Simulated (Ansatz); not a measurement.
Reaction (cleavage of the Si–Si bond): `[BH2][SnH2][SiH2][SiH3]` + `[OH][Mg][SH]` → `[SiH3][O][Mg][SH]` + `[BH2][SnH2][SiH3]`

Program: Ansatz. Geometries: PBE0-D4/def2-TZVP. ΔE: electronic, gas phase. CCSD(T)/CBS is the MP2 limit (def2-TZVPP, def2-QZVPP) plus CCSD(T) − MP2 in def2-TZVPP, frozen cores. def2 core potentials past Kr. For Mg, Sn outer-core shells are correlated without core-valence functions, which leaves a few kJ/mol of doubt a bond. Each species was taken in one conformer, which may not be the lowest.

```csv
species,CCSD(T)/CBS(def2) energy (Eh)
`[BH2][SnH2][SiH2][SiH3]`,-822.33733
`[OH][Mg][SH]`,-674.13867
`[SiH3][O][Mg][SH]`,-964.46537
`[BH2][SnH2][SiH3]`,-532.05307
```

Task: Work out ΔE.

Result: ΔE = (-964.46537) + (-532.05307) − (-822.33733) − (-674.13867) = -0.04244 Eh = -111.4 kJ/mol.

Largest T1 diagnostic among the species: 0.014.

From r2SCAN to r2SCAN0 (25 % exact exchange), in def2-TZVPP and without D4, ΔE moves by −3.0 kJ/mol. In def2-TZVPP, CCSD(T) changes the Hartree–Fock value by +29.6 kJ/mol (the triples alone add +4.0 kJ/mol) and MP2 by +26.0 kJ/mol. Leaving LDA and LC-ωPBE aside and taking each functional with its dispersion term where it has one, the values, not all of them listed here, spread over 33.4 kJ/mol, from BHLYP-D4 to PBE-D4.
